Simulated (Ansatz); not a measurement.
`[SiH3]/C=[CH]\[GaH2]` + H₂S → `[SH][GaH2]` + `C=C[SiH3]`  (ligand exchange at a Ga–C bond)

Computed with Ansatz on PBE0-D4/def2-TZVP structures; ΔE is electronic, products minus reactants. CCSD(T)/CBS adds triple-zeta CCSD(T) − MP2 to the extrapolated MP2 energy (def2 sets, frozen cores). This one scheme is used for every species. DFT in def2-TZVPP. For Ga outer-core shells are correlated without core-valence functions, which leaves a few kJ/mol of doubt a bond. Scalar relativity is left out up to krypton.

```json
{"level": "r2SCAN-D4", "ΔE (kJ/mol)": "-111.2"}
{"level": "ωB97M-V", "ΔE (kJ/mol)": "-108.8"}
{"level": "BLYP", "ΔE (kJ/mol)": "-121.1"}
{"level": "MP2/def2-SVP", "ΔE (kJ/mol)": "-116.2"}
{"level": "CCSD/def2-TZVPP", "ΔE (kJ/mol)": "-107.5"}
{"level": "CCSD(T)/def2-TZVPP", "ΔE (kJ/mol)": "-104.6"}
{"level": "MP2/def2-QZVPP", "ΔE (kJ/mol)": "-106.6"}
{"level": "SCS-MP2/def2-QZVPP", "ΔE (kJ/mol)": "-109.5"}
```

What does CCSD(T)/CBS give? (Best estimate.)

Computed: -106.1 kJ/mol. The listed levels differ from it by -5.1, -2.7, -15.0, -10.1, -1.4, 1.5, -0.5, -3.4 kJ/mol.

Largest T1 diagnostic among the species: 0.013.

Leaving LDA and LC-ωPBE aside and taking each functional with its dispersion term where it has one, the values, not all of them listed here, spread over 9.9 kJ/mol, from B2PLYP to revPBE-D4. LDA lies +14.4 kJ/mol from PBE without D4. The D4 term adds +8.8 kJ/mol with B3LYP and +4.8 kJ/mol with PBE0; it sums over pairs of atoms, weighted by their polarisabilities, and B3LYP, whose exchange is more repulsive, gets the larger term. At CCSD(T), def2-SVP lies −9.8 kJ/mol from the extrapolated value and def2-TZVPP +1.6 kJ/mol.

B3LYP here is the variant with VWN-RPA as its local correlation; programs differ in this.
